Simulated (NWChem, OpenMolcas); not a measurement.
**How basis sets differ on GeH3F (fluorogermane)**

The species is GeH3F (5 atoms), meant as a singlet with charge 0. SMILES: `[F][GeH3]`. The shape is that of a PBE0-D4/def2-TZVP optimisation.

Each level gives the vertical ionisation energy (to the doublet cation) (eV). The values are calculated.

```
                               level      kind     program  value (eV)  CPU time (all runs)
 r2SCAN/6-31G* (spherical functions)  meta-GGA      NWChem       11.92                 87 s
                       r2SCAN/STO-3G  meta-GGA      NWChem        8.29                 26 s
                        r2SCAN/3-21G  meta-GGA      NWChem       11.69                 30 s
                        r2SCAN/6-31G  meta-GGA      NWChem       11.99                 56 s
r2SCAN/6-31G** (spherical functions)  meta-GGA      NWChem       11.89              1.7 min
                  r2SCAN/aug-cc-pVDZ  meta-GGA  OpenMolcas       12.05              2.2 min
```

All-electron rows without a relativistic Hamiltonian named are non-relativistic. The values span 8.29 to 12.05 eV. Without the sets that lack polarisation functions the rows with a basis span only 11.89 to 12.05 eV. CPU times are rough (shared hosts, several kinds of processor): they show what a rung costs within a factor of a few.
